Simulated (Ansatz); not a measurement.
Reaction (formal exchange of groups at the Si–C bond): `OC(F)(F)[SiH2]Cl` + `COC1OB1F` → `FB1OC1[SiH2]Cl` + `COC(O)(F)F`

Isolated molecules relaxed with PBE0-D4/def2-TZVP in Ansatz; ΔE leaves out vibrations. CCSD(T)/CBS is the MP2 limit (def2-TZVPP, def2-QZVPP) plus CCSD(T) − MP2 in def2-TZVPP, frozen cores. Functionals use def2-TZVPP. Each species was taken in one conformer, which may not be the lowest.

Question: Is it downhill or uphill in electronic energy at CCSD(T)/CBS, and by how much? (Estimate.)

Answer: Ansatz gave: Downhill: ΔE = -56.3 kJ/mol.

Question: What do these levels give: r2SCAN-D4, ωB97X-V, PBE, PBE0, HF/def2-TZVPP, MP2/def2-TZVPP, SCS-MP2/def2-TZVPP, CCSD/def2-TZVPP, HF/def2-QZVPP, SCS-MP2/def2-QZVPP, MP2/CBS(def2), CCSD/CBS(def2)? (Best estimate.)

Answer: The calculation gave: r2SCAN-D4 -55.3, ωB97X-V -55.2, PBE -41.0, PBE0 -55.3, HF/def2-TZVPP -73.5, MP2/def2-TZVPP -59.7, SCS-MP2/def2-TZVPP -57.8, CCSD/def2-TZVPP -62.0, HF/def2-QZVPP -73.3, SCS-MP2/def2-QZVPP -56.3, MP2/CBS(def2) -56.9, CCSD/CBS(def2) -59.3 kJ/mol.

Largest T1 diagnostic among the species: 0.014.

From PBE to PBE0 (25 % exact exchange), in def2-TZVPP and without D4, ΔE moves by −14.3 kJ/mol. In def2-TZVPP, CCSD(T) changes the Hartree–Fock value by +14.5 kJ/mol (the triples alone add +3.0 kJ/mol) and MP2 by +13.8 kJ/mol.
